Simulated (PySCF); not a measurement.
# Hartree-Fock beside MP2: H4N2Si

Calculated results; nothing here was measured. They come from PySCF 2.14.0, an open-source quantum chemistry program, on an isolated molecule that a program drew, which may never have been made. The molecule is H4N2Si (charge 0, singlet), drawn as the SMILES string `N=[SiH]N`.

The geometry was optimised and harmonic frequencies were computed with HF and MP2, all in the cc-pV(D+d)Z basis, for the commonest isotopes, with a restricted reference for singlets and an unrestricted one otherwise, and a frozen core in MP2. Each result is a local minimum of its method.

Geometry at the HF minimum:
```xyz
7
H4N2Si, angstrom
N    -2.2481    2.1612   -2.9135
Si   -2.1366    1.7970   -1.3987
N    -0.8201    1.5871   -0.3724
H    -1.5211    2.3433   -3.5755
H    -3.3492    1.5694   -0.6092
H    -0.9140    1.3476    0.5952
H     0.1342    1.6847   -0.6589
```

Lengths of the bonds as drawn, in Å (atoms numbered as above):
| bond | HF | MP2 |
|---|---|---|
| N1-Si2 | 1.562 | 1.603 |
| Si2-N3 | 1.682 | 1.701 |
| N1-H4 | 1.000 | 1.022 |
| Si2-H5 | 1.465 | 1.471 |
| N3-H6 | 1.001 | 1.016 |
| N3-H7 | 1.001 | 1.015 |

Rotational constants, in GHz:
```
constant,HF,MP2
A,40.09,41.32
B,6.904,6.561
C,5.89,5.662
```

Harmonic frequencies in cm^-1, each column in rising order, so a row needn't be the same motion in every method:
| rank | HF | MP2 |
|---|---|---|
| 1 | 320 | 211 |
| 2 | 344 | 293 |
| 3 | 427 | 364 |
| 4 | 524 | ? |
| 5 | 586 | 625 |
| 6 | 760 | 728 |
| 7 | 793 | 729 |
| 8 | 917 | 868 |
| 9 | 1007 | 957 |
| 10 | 1283 | 1168 |
| 11 | 1679 | 1550 |
| 12 | 2404 | 2351 |
| 13 | 3792 | 3619 |
| 14 | 3873 | 3621 |
| 15 | 3895 | 3738 |

**Estimate the missing MP2 frequency from the HF column.**

A single factor s that minimises the squared misfit of MP2 against s times HF over the other rows is sum(HF x MP2) / sum(HF^2) = 0.9495, with an rms misfit of 47 cm^-1. For rank 4 it gives 0.9495 x 524 = 498 cm^-1. The calculation gives 465 cm^-1, 33 cm^-1 below the estimate. The drawn bonds are on average 1.5 % longer in MP2 than in HF.
